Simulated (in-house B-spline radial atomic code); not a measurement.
The numbers below are computed, except where a source is named.
# Softness against transferability: the 4s channel of Br

Br, [Ar] 3d10 4s2 4p5, non-relativistic PBE, spherical and spin-unpolarised, from a B-spline radial code for spherical atoms (atomic units). The all-electron 4s level is ε = -0.713713 hartree, its outermost node lies just inside 0.69 bohr and its outer maximum at 1.46 bohr.

Troullier-Martins pseudo-orbitals are made for several radii. The cutoffs (hartree) are the plane-wave energies beyond which the orbital holds less than the named kinetic energy per electron. The phase error is the difference, pseudo minus all-electron, of arctan(R P'/P) at R = 2.34 bohr for all radii, half a hartree below and above the level.

```json
{"r_c (bohr)": "1.09", "V_l(0) (hartree)": "-10.31", "cutoff for 10 mEh": "28", "for 1 mEh": "63.6", "for 0.1 mEh": "149", "phase error at ε − 0.5 (mrad)": "-2.5", "at ε + 0.5 (mrad)": "-3.4"}
{"r_c (bohr)": "1.27", "V_l(0) (hartree)": "1.20", "cutoff for 10 mEh": "10.4", "for 1 mEh": "27.4", "for 0.1 mEh": "62.3", "phase error at ε − 0.5 (mrad)": "-1.3", "at ε + 0.5 (mrad)": "-1.4"}
{"r_c (bohr)": "1.46", "V_l(0) (hartree)": "3.73", "cutoff for 10 mEh": "8.82", "for 1 mEh": "23.7", "for 0.1 mEh": "42.7", "phase error at ε − 0.5 (mrad)": "-1.0", "at ε + 0.5 (mrad)": "-1.1"}
{"r_c (bohr)": "1.65", "V_l(0) (hartree)": "2.49", "cutoff for 10 mEh": "8.32", "for 1 mEh": "21.8", "for 0.1 mEh": "39.4", "phase error at ε − 0.5 (mrad)": "-1.5", "at ε + 0.5 (mrad)": "-1.6"}
{"r_c (bohr)": "1.84", "V_l(0) (hartree)": "1.13", "cutoff for 10 mEh": "7.37", "for 1 mEh": "18.7", "for 0.1 mEh": "32.6", "phase error at ε − 0.5 (mrad)": "-2.9", "at ε + 0.5 (mrad)": "-3.1"}
{"r_c (bohr)": "2.04", "V_l(0) (hartree)": "0.17", "cutoff for 10 mEh": "6.2", "for 1 mEh": "15.2", "for 0.1 mEh": "21", "phase error at ε − 0.5 (mrad)": "-6.1", "at ε + 0.5 (mrad)": "-6.3"}
```

(1) Which radius needs the lowest cutoff for 0.1 mEh while both phase errors stay within 3.2 mrad?

(2) What does the larger radius buy, and what does it cost?

Answers

(1) The radii within that limit are 1.27, 1.46, 1.65, 1.84 bohr; of these r_c = 1.84 needs the least, 32.6 hartree, that is 65.2 Ry or 887 eV.

(2) From r_c = 1.09 to 2.04 bohr the cutoff for 1 mEh goes from 63.6 to 15.2 hartree, a factor of 4.18, against 3.50 for a pure 1/r_c² scaling, end to end; step by step it is 63.6, 27.4, 23.7, 21.8, 18.7, 15.2, and for 0.1 mEh 149, 62.3, 42.7, 39.4, 32.6, 21; the number of plane waves goes as the cutoff to the power 3/2, here a factor of 8.6. The larger of the two phase errors is least at r_c = 1.46 bohr, 1.1 mrad; it is 3.4 at the smallest radius and 6.3 at the largest. These errors test the reference atom alone. The smallest radius lies well inside the outer maximum, where the nodeless form must bend sharply to keep the norm, so it is both harder and scatters less well than the next. Large radii also let the cores of neighbours overlap, which an atom doesn't show.
